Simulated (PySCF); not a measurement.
disilanyl(fluoro)silane (FH₇Si₃), SMILES F[SiH2][SiH2][SiH3].

Coordinates come from a B3LYP-D3(BJ)/def2-SVP optimisation. One conformer was computed; it need not be the lowest.

Calculation: SMD-ωB97X/6-31G* run with PySCF.

Solvation free energies are E(SMD) − E(gas) at the gas-phase geometry, for 1 M in both phases. In vacuum the dipole moment is 1.44 D.

```
solvent            ΔG(solv) (kcal/mol)  its non-electrostatic (CDS) part  dipole (D)
-----------------  -------------------  --------------------------------  ----------
water                              2.8                               4.5        1.88
dimethylsulfoxide                  0.0                               1.7        1.87
methanol                          -1.7                               0.0        1.86
```
